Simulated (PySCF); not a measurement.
## Continuum solvent and chemical shifts

Geometry:
| atom | x (Å) | y (Å) | z (Å) |
| --- | --- | --- | --- |
| O1 | -2.365 | 0.631 | 0.228 |
| C2 | -2.218 | -0.464 | -0.241 |
| O3 | -1.049 | -1.016 | -0.546 |
| C4 | 0.129 | -0.298 | -0.329 |
| Si5 | 0.098 | 1.498 | 0.312 |
| C6 | 1.255 | -0.972 | -0.614 |
| Si7 | 3.034 | -0.389 | -0.469 |
| H8 | -3.040 | -1.166 | -0.480 |
| H9 | -0.577 | 2.444 | -0.617 |
| H10 | 1.558 | 1.839 | 0.302 |
| H11 | -0.373 | 1.623 | 1.718 |
| H12 | 1.108 | -1.998 | -0.979 |
| H13 | 3.891 | -1.548 | -0.863 |
| H14 | 3.331 | 0.751 | -1.387 |
| H15 | 3.387 | 0.005 | 0.928 |

GIAO PBE0/pcSseg-1 in PySCF 2.14.0 with density-fitted response routines on one PBE0-D3(BJ)/def2-SVP conformer, non-relativistic, equivalent nuclei averaged. Solvents enter as an IEF-PCM continuum (chloroform with ε = 4.7, tetrahydrofuran with ε = 7.4) around the gas-phase geometry. Shifts are referred to TMS computed in the same medium.

Gas phase, δ in ppm: C4 166.3, C2 163.6, C6 123.7, Si7 -78.5, Si5 -79.3, H8 7.71, H12 6.25, H9/H10/H11 4.54, H13/H14/H15 4.31. Dipole moment 1.78 D.

Task: How does each δ change in the continuum?

Result: 
```
      atoms                                                  environment  Δδ, chloroform  Δδ, tetrahydrofuran
         C4                                 alkene carbon bearing oxygen            +0.4                 +0.4
         C2                                        ester carbonyl carbon            +2.9                 +3.4
         C6                β carbon of an enol-ether or enamine type C=C            +1.1                 +1.2
        Si7                                     silicon bonded to C, 3 H            +0.1                 +0.1
        Si5                                     silicon bonded to C, 3 H            -0.2                 -0.3
         H8                         hydrogen on an ester carbonyl carbon           +0.15                +0.18
        H12  hydrogen on a β carbon of an enol-ether or enamine type C=C           +0.14                +0.16
 H9/H10/H11                            hydrogen on a silicon bonded to C           -0.04                -0.05
H13/H14/H15                            hydrogen on a silicon bonded to C           -0.04                -0.04
```

Changes are relative to the gas phase. The dipole moment becomes 2.17 D in chloroform, 2.23 D in tetrahydrofuran.

Task: Which of the listed nuclei move most (in ppm), and what does the model miss? (N and O are left out, as their reference compounds move with the solvent too.)

Result: C2 (ester carbonyl carbon, +3.4 ppm) in tetrahydrofuran. A continuum only polarises the solute; specific hydrogen bonds, the anisotropy of aromatic solvents and changes of geometry or conformer are outside it.
